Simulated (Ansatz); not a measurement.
Consider the substitution at a C–Cl bond: `FC(Cl)(Cl)I` + HI → `FC(Cl)(I)I` + HCl.

Calculated with Ansatz (gas phase, PBE0-D4/def2-TZVP geometries, no zero-point term in ΔE). CCSD(T)/CBS adds triple-zeta CCSD(T) − MP2 to the extrapolated MP2 energy (def2 sets, frozen cores). This one scheme is used for every species. Elements past krypton have def2 core potentials. For I outer-core shells are correlated without core-valence functions, which leaves a few kJ/mol of doubt a bond.

`FC(Cl)(Cl)I`:

Cartesian coordinates in Å:
```
F -0.489 -0.975 0.920
C -0.030 -0.015 0.114
Cl -1.184 1.310 0.110
Cl 1.527 0.528 0.721
I 0.176 -0.848 -1.866
```

HI:

```xyz
2

I    -0.668    0.330   -0.304
H     0.668   -0.330    0.304
```

`FC(Cl)(I)I`:

Z-matrix (Å, degrees):
```
C
Cl 1 1.754
I 1 2.155 2 110.6
F 1 1.336 2 108.6 3 -118.4
I 1 2.155 2 110.6 3 123.3
```

HCl:

Cartesian coordinates in Å:
```
Cl 0.066 -0.619 0.147
H -0.066 0.619 -0.147
```

```csv
species,CCSD(T)/CBS(def2) energy (Eh)
`FC(Cl)(Cl)I`,-1354.80872
HI,-298.03592
`FC(Cl)(I)I`,-1192.46852
HCl,-460.38127
```

Work out ΔE.

ΔE = (-1192.46852) + (-460.38127) − (-1354.80872) − (-298.03592) = -0.00515 Eh = -13.5 kJ/mol.

Largest T1 diagnostic among the species: 0.010.

From BLYP to BHLYP (50 % exact exchange), in def2-TZVPP and without D4, ΔE moves by +5.7 kJ/mol. At CCSD(T), def2-SVP lies +20.5 kJ/mol from the extrapolated value and def2-TZVPP +5.7 kJ/mol. The D4 term adds −5.3 kJ/mol with B3LYP and −2.7 kJ/mol with PBE0; it sums over pairs of atoms, weighted by their polarisabilities, and B3LYP, whose exchange is more repulsive, gets the larger term.

B3LYP here is the variant with VWN-RPA as its local correlation; programs differ in this.
